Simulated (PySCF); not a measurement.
Harmonic spectrum computed at B3LYP in the def2-TZVP basis family (core potentials from Rb on, PySCF, no spin–orbit coupling):

| ω (cm⁻¹) | IR (km/mol) |
| --- | --- |
| 252 | 12.0 |
| 647 | 137 |
| 674 | 96.8 |

Q: Which molecule gave it? In each, all ligands are bound to the one heavy central atom.
A. AlF₂ (doublet)
B. SiF₂ (singlet)
C. SF₂ (singlet)
D. GeF₂ (singlet)

A: D. It has C2v symmetry with Ge–F 1.758 Å (×2).
